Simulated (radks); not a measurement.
Task: Spherical quantum dot in the effective-mass picture: electrons in a hard-walled sphere of radius 5.84, with a point charge +1 (a donor) at the centre, all in effective atomic units (hartree* = m*/eps^2 hartree, bohr* = eps/m* bohr), one dielectric constant everywhere. Method: non-relativistic Kohn-Sham, LDA (Slater exchange, Perdew-Wang correlation), spin-polarised, spherical densities; computed with a radial shooting solver with Libxc functionals. Levels are named by radial order and angular momentum (1s, 1p, 1d, 2s, ...), and open shells are averaged over m. At N = 6 the configuration is 1s2 1p(up 3, down 1). Does electron 7 go into 2s down or 2s up or 1p down?

Result: Into 1p down. The total energies of the other choices lie higher by 0.0920 hartree* (2s up), 0.106 hartree* (2s down).
